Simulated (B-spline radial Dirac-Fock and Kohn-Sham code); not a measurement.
# How the binding energies of Sm³⁺ add up

System: Sm³⁺ in the configuration [Xe] 4f4 6p1 (an excited configuration); nuclear rms radius 5.0819 fm (A = 152).

Input of the calculation (task.json; shells as n, l, electrons):

```json
{"items": [{
  "Z": 62,
  "q": 3,
  "cfg": [[1, 0, 2], [2, 0, 2], [2, 1, 6], [3, 0, 2], [3, 1, 6], [3, 2, 10], [4, 0, 2], [4, 1, 6], [4, 2, 10], [4, 3, 4], [5, 0, 2], [5, 1, 6], [6, 1, 1]],
  "A": 152,
  "rrms": 5.0819,
  "do": ["binding"]
}]}
```

Run with: `python xray_run.py task.json out`

The computed values come from a B-spline atomic structure program: ΔSCF Dirac-Fock with Breit, self-energy and vacuum polarisation, finite nucleus, configuration average. Correlation energy is missing from these numbers. Energies are counted from the vacuum level.

All terms are in eV, carry their sign (relaxation lowers the binding energy) and add up to the binding energy; ⟨r⟩ is the mean radius of the orbital in the initial state.

| subshell | −ε (Koopmans) | relaxation | Gaunt | retardation | self-energy | vacuum polarisation | binding energy | ⟨r⟩ (bohr) |
| --- | --- | --- | --- | --- | --- | --- | --- | --- |
| K (1s) | 47152.2 | -73.96 | -140.23 | 12.07 | -78.57 | 12.47 | 46884.0 | 0.023 |
| L1 (2s) | 7858.0 | -40.80 | -14.10 | 0.92 | -10.41 | 1.54 | 7795.1 | 0.096 |
| L2 (2p1/2) | 7431.4 | -44.81 | -24.69 | 2.74 | 0.39 | 0.00 | 7365.0 | 0.081 |
| L3 (2p3/2) | 6826.9 | -42.83 | -17.49 | 3.44 | -0.51 | -0.07 | 6769.4 | 0.087 |
| M1 (3s) | 1808.3 | -19.76 | -2.25 | 0.10 | -2.26 | 0.32 | 1784.4 | 0.254 |
| M2 (3p1/2) | 1624.3 | -20.48 | -4.17 | 0.41 | 0.07 | 0.00 | 1600.2 | 0.244 |
| M3 (3p3/2) | 1499.4 | -19.60 | -2.75 | 0.58 | -0.11 | -0.02 | 1477.5 | 0.256 |
| M4 (3d3/2) | 1184.4 | -21.65 | -1.52 | 0.10 | 0.20 | -0.02 | 1161.6 | 0.228 |
| M5 (3d5/2) | 1157.7 | -21.31 | -0.91 | 0.11 | 0.12 | -0.02 | 1135.7 | 0.232 |
| N1 (4s) | 418.2 | -7.35 | -0.41 | 0.02 | -0.52 | 0.07 | 410.0 | 0.577 |
| N2 (4p1/2) | 345.3 | -7.12 | -0.79 | 0.08 | 0.03 | 0.00 | 337.5 | 0.591 |
| N3 (4p3/2) | 317.4 | -6.65 | -0.47 | 0.12 | -0.01 | -0.01 | 310.4 | 0.618 |
| N4 (4d3/2) | 195.5 | -6.20 | -0.14 | 0.00 | 0.05 | -0.01 | 189.2 | 0.659 |
| N5 (4d5/2) | 190.4 | -6.05 | -0.02 | 0.01 | 0.03 | 0.00 | 184.3 | 0.669 |
| N6,7 (4f) | 55.21 | -4.43 | 0.16 | -0.03 | 0.03 | 0.00 | 50.94 | 0.832 |
| O1 (5s) | 90.48 | -1.22 | -0.06 | 0.00 | -0.09 | 0.01 | 89.13 | 1.362 |
| O2 (5p1/2) | 66.73 | -1.11 | -0.10 | 0.01 | 0.01 | 0.00 | 65.54 | 1.489 |
| O3 (5p3/2) | 62.19 | -1.00 | -0.05 | 0.02 | 0.00 | 0.00 | 61.16 | 1.558 |
| P2,3 (6p) | 21.55 | -0.01 | -0.01 | 0.00 | 0.00 | 0.00 | 21.53 | 3.765 |

For the deepest level, K (1s), the Breit terms make up -0.273 % of the binding energy, QED -0.141 % and orbital relaxation -0.158 %.
